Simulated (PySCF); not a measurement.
A structure optimised at PBE-D3(BJ)/def2-TZVPD, used in a PySCF frequency run:

```
N
H 1 1.0233
P 1 1.4692 2 180.00
```
Charge +1, spin multiplicity 1.

Task: Write its SMILES, formula and point group.

Result: [NH+]#P, HNP, C∞v

Task: What are its rotational constants (standard atomic weights)?

Result: 20.293 GHz (linear rotor, B only)
